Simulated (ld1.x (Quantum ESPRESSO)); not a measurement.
# Transferability test, TM potential for Ta (Z = 73)

```
Element                 : tantalum
Generator               : ld1.x (Quantum ESPRESSO) 7.5
Type                    : norm-conserving Troullier–Martins (Kleinman–Bylander form)
Functional              : PBEsol
Relativity              : scalar-relativistic
Frozen core             : [Kr] 4d10 4f14 5s2
Valence charge          : 11
Reference configuration : 5p6 5d3 6s2 6p0
Partial waves           : 6s (bound): rc 2.00 bohr; 5p (bound): rc 1.80 bohr; 5d (bound): rc 1.60 bohr
Local potential         : the d channel
Core correction         : none
```

Energies are relative to the spin-unpolarised reference configuration 5p6 5d3 6s2 6p0; without spin polarisation the order of configurations can differ from experiment.

```csv
valence configuration,charge,ΔE all-electron (eV),error AE − PS (meV)
5p6 5d3 6s0 6p0,+2,23.481,+1.0
5p6 5d2 6s0 6p0,+3,47.092,+17
5p6 5d2 6s2 6p0,+1,7.724,-20
5p6 5d4 6s0 6p0,+1,9.927,-6.4
5p5 5d3 6s2 6p0,+1,45.015,-197
5p6 5d3 6s1.5 6p0,+0.5,3.478,-1.5
```

Q: What are ΔE and the potential's error for 5p6 5d3 6s1 6p0?

A: ΔE = 8.505 eV all-electron; the error (AE − PS) is -3.4 meV.

These tests converged, but a pseudo level misses the all-electron one widely, so the file describes the atom poorly there or has found another state: 5p6 5d3 6s0 6p0: empty 6p by 2.4 eV; 5p6 5d2 6s0 6p0: empty 6p by 4.1 eV; 5p6 5d2 6s2 6p0: empty 6p by 2.1 eV; 5p5 5d3 6s2 6p0: empty 6p by 2.2 eV. ld1.x printed “convergence not achieved” for 4 of the counted tests; their residual had stalled under 1e-8, short of the target of 1e-14.

A Bessel basis up to 400 Ry misses an occupied level by 0.06 Ry, so cutoffs and ghosts were not judged.
